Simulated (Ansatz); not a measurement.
`CC(C)O[SiH3]` → silanol + propene at 500 K and 1 bar (alkene loss).

Program: Ansatz. Geometries: PBE0-D4/def2-TZVP. ΔE: electronic, gas phase. CBS: MP2 limit from def2 TZ/QZ plus the TZ coupled-cluster correction, frozen cores. Each species was taken in one conformer, which may not be the lowest.

```
       species  CCSD(T)/CBS energy (Eh)  H − E (kJ/mol)  S (J/(mol·K))
`CC(C)O[SiH3]`               -484.46277           377.0          437.0
     `O[SiH3]`               -366.69042           127.5          292.9
        `C=CC`               -117.74610           238.4          304.6
```

H − E and S are ideal-gas, rigid-rotor, harmonic terms from PBE0-D4/def2-TZVP, for one conformer and one mirror image of each species. 1 Eh = 2625.50 kJ/mol, R = 8.31446 J/(mol·K).

By hand: ΔE, ΔH, ΔS and ΔG.

ΔE = (-366.69042) + (-117.74610) − (-484.46277) = 0.02625 Eh = 68.9 kJ/mol. Δ(H − E) = 127.5 + 238.4 − 377.0 = -11.1, so ΔH = 57.8 kJ/mol. ΔS = 292.9 + 304.6 − 437.0 = 160.5 J/(mol·K). ΔG = 57.8 − 500 × (160.5)/1000 = -22.5 kJ/mol.

By hand: the equilibrium constant, and the temperature at which ΔG would vanish if ΔH and ΔS stayed fixed.

log₁₀ K = −ΔG/(RT ln 10) = 2.4. ΔG = 0 at ΔH/ΔS = 360 K.

The number of gas molecules changes by +1, which sets the sign of ΔS. A doubt of 5 kJ/mol in ΔE shifts log₁₀ K by 0.5 here. Other conformers and mirror images would add mixing entropy, several J/(mol·K) or more a flexible species. Modes under 60 cm⁻¹, often nearly free rotors, make the harmonic entropy too high. These are equilibria of isolated gas molecules and say nothing of rates. Largest T1 diagnostic: 0.011 (customary marks: 0.02 for closed shells, 0.045 for open ones).
